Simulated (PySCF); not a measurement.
## Finite-field polarisability of Zn (zinc, neutral)

[Ar] 3d10 4s2, closed-shell 1S. Calculation: PySCF 2.14, in aug-cc-pVTZ-DK (8s7p5d3f2g, 93 functions); the spin-free X2C one-electron Hamiltonian (Gaussian nucleus). Frozen: [Ar]. Energy changes in a uniform field (μhartree):

```
axis  F (au)        HF       MP2      CCSD   CCSD(T)
   x   0.002  -101.552   -71.283   -78.967   -76.188
   x   0.004  -406.450  -285.282  -316.028  -304.900
```

Derive α along x at CCSD(T) from the two fields.

With ΔE = −αF²/2 − γF⁴/24, α = −(16 ΔE(F) − ΔE(2F))/(6F²) = 38.09 bohr³.

And the mean polarisability at each level?

HF 50.77, MP2 35.64, CCSD 39.48, CCSD(T) 38.09 bohr³. Reference: 38.67 ± 0.3 bohr³ (recommended; Schwerdtfeger and Nagle, table of static dipole polarizabilities (2023 update)).
